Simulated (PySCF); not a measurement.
# Gas-phase XPS of BCl2(OiPr), computed

BCl2(OiPr), C3H7BCl2O.
Z-matrix (Å and degrees, PBE0-D3(BJ)/def2-SVP geometry), rows numbered from 1:
```
B 
Cl  1  1.7688
Cl  1  1.7564  2  118.90
O   1  1.3285  2  122.48  3  -179.81
C   4  1.4328  1  125.80  2    -3.68
C   5  1.5155  4  108.99  1   -87.00
C   5  1.5129  4  107.36  1   149.74
H   5  1.1034  4  107.94  1    31.54
H   6  1.1006  5  110.44  4   -59.34
H   6  1.1000  5  110.32  4  -179.23
H   6  1.0996  5  110.81  4    61.15
H   7  1.0993  5  110.78  4   -59.38
H   7  1.1003  5  110.41  4    60.59
H   7  1.0996  5  110.31  4  -179.46
```

Method used: PySCF, delta-SCF UKS SCAN, pcX-2 on the ionised atom, pcseg-1 elsewhere, spin-free X2C. Vertical ΔSCF values, vacuum level as zero.

Task: What binding energy does each computed site have?

Result: 
```tsv
atom(s)	environment	level	binding energy (eV)	2p1/2 (eV)	above the level's lowest (eV)	count
B1	boron bonded to 2 Cl and O	B 1s	198.84	–	0.00	1
Cl2/Cl3	chlorine bonded to B	Cl 2p3/2	206.40	208.06	0.00	2
C6/C7	carbon bonded to C and 3 H	C 1s	291.07	–	0.00	2
C5	carbon bonded to 2 C, O and H	C 1s	292.77	–	+1.70	1
O4	oxygen bonded to B and C	O 1s	539.11	–	0.00	1
Cl2/Cl3	chlorine bonded to B	Cl 1s	2829.00	–	0.00	2
```

Lowest listed C 1s: C6/C7, bonded to C and 3 H. Highest, 1.70 eV above it: C5, bonded to O, 2 C and H.

Task: Which photon energy gives electrons from C 1s of C5 a kinetic energy of 200 eV, and what is their de Broglie wavelength?

Result: hν = 292.77 + 200 = 492.77 eV, recoil neglected; λ = 12.264 Å/√(E/eV) = 0.87 Å.

Task: What is the longest wavelength that can ionise C 1s of C5 vertically?

Result: λ = hc/E = 12398.42 eV Å / 292.77 eV = 42.349 Å.

One atom of each set of topologically equivalent atoms was ionised and stands for the set; in this conformer not all members are related by symmetry, and their own values weren't computed. The 2p values aren't plain energy differences: one relaxed spin-free 2p hole is combined with a matrix within the shell (ground-state 2p orbital-energy differences and spin–orbit coupling). 2p3/2, the mean of its two sublevels, lies a third of the splitting below the shell's mean and 2p1/2 two thirds above it; the statistical areas are 2:1. 2p1/2 minus 2p3/2 (ligand field included): Cl 1.65 eV. The structure is a single PBE0-D3(BJ)/def2-SVP conformer in the gas phase; no vibrational or solvent corrections.
